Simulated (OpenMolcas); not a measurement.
# C2H2Cl2Si (SMILES C#C[SiH](Cl)Cl): the HOMO–LUMO gap, rung by rung

C2H2Cl2Si: 7 atoms, total charge 0, spin state singlet. As SMILES, `C#C[SiH](Cl)Cl`. The coordinates come from a PBE0-D4/def2-TZVP relaxation.

Each level gives the HOMO–LUMO gap (eV). The values are calculated.

| level | kind | program | value (eV) | CPU time |
| --- | --- | --- | --- | --- |
| HF/def2-SVP | Hartree–Fock | OpenMolcas | 14.67 | 8.7 s |
| SVWN5/def2-SVP | LDA | OpenMolcas | 5.73 | 17 s |
| PBE/def2-SVP | GGA | OpenMolcas | 5.82 | 24 s |
| M06-L/def2-SVP | meta-GGA | OpenMolcas | 6.38 | 31 s |
| r2SCAN/def2-SVP | meta-GGA | OpenMolcas | 6.34 | 27 s |
| B3LYP/def2-SVP | global hybrid | OpenMolcas | 7.60 | 22 s |
| PBE0/def2-SVP | global hybrid | OpenMolcas | 8.05 | 24 s |
| B2PLYP/def2-SVP | double hybrid | OpenMolcas | 10.53 | 15 s |

The values span 5.73 to 14.67 eV. Orbital gaps aren't excitation energies, and those of double hybrids come from the SCF part alone; they tend to grow with the share of exact exchange. Times are those of the runs behind each value, whatever else they computed, on shared processors of several kinds: orders of magnitude only.
